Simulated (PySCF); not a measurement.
C4H4F2O2.
Z-matrix (Å and degrees, GFN2-xTB geometry), rows numbered from 1:
```
O 
C   1  1.1842
C   2  1.5347  1  137.30
F   3  1.3589  2  114.75  1    63.36
O   3  1.4048  2   90.27  1   178.26
C   5  1.4383  3   94.35  2     1.56
C   6  1.5245  2  115.76  1    65.54
F   7  1.3686  6  110.26  2    39.49
H   3  1.0980  2  117.50  1   -64.44
H   6  1.0956  2  115.19  1   -64.29
H   7  1.0940  6  110.26  2   157.56
H   7  1.0942  6  110.42  2   -78.89
```

The geometry is computed with GFN2-xTB (gas phase).

Masses are those of the commonest isotopes; rigid-rotor values at the optimised geometry. The values belong to one conformer with, in the numbering `[O:1]=[C:2]1[C@@H:3]([F:4])[O:5][C@@H:6]1[CH2:7][F:8]`, O5–C6–C7–F8 -62°.

Q: Give the principal moments of inertia and the rotational constants in cm⁻¹.

A: Ia = 145.38, Ib = 315.92, Ic = 384.45 u·Å²; 505379 MHz·u·Å²/I gives 3476, 1600 and 1315 MHz, that is A = 0.11595, B = 0.05336, C = 0.04385 cm⁻¹.

Q: What kind of rotor is it?

A: An asymmetric top: κ = (2 × 1600 − 3476 − 1315)/(3476 − 1315) = -0.74.

Q: What does the inertial defect say?

A: Not planar: Δ = Ic − Ia − Ib = -76.85 u·Å². For a rigid frame Δ = −2 Σ m c², so Σ m c² = 38.42 u·Å² lies off the ab plane: 7.87 from hydrogen and 30.55 from heavier atoms. The atom farthest from that plane is 1.95 Å away.

Q: Estimate the classical rotational partition function at 10 K, 298.15 K and 500 K.

A: Point group C1, symmetry number σ = 1; q = (√π/σ)·√((kT/h)³/(ABC)), k/h = 20836.6 MHz/K: 1970 at 10 K, 321000 at 298.15 K, 697000 at 500 K.

GFN2-xTB frequencies: not computed here. These are rigid-rotor constants of the computed structure; measured ground-state constants (B0) also hold zero-point vibration.
